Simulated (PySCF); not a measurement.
Harmonic spectrum computed at PBE0 in the def2-TZVP basis family (core potentials from Rb on, PySCF, no spin–orbit coupling):

| ω (cm⁻¹) | IR (km/mol) |
| --- | --- |
| 610 | 27.0 |
| 613 | 0.2 |
| 677 | 4.4 |
| 1018 | 116 |
| 2246 | 23.6 |
| 2275 | 33.9 |

Question: Which molecule gave it? In each, all ligands are bound to the one heavy central atom.
A. H₂TcO (quartet)
B. H₂IrO (doublet)
C. H₂OsO (triplet)
D. H₂ReO (quartet)

Answer: C. It has Cs symmetry with Os–H 1.597 Å (×2), Os–O 1.680 Å.
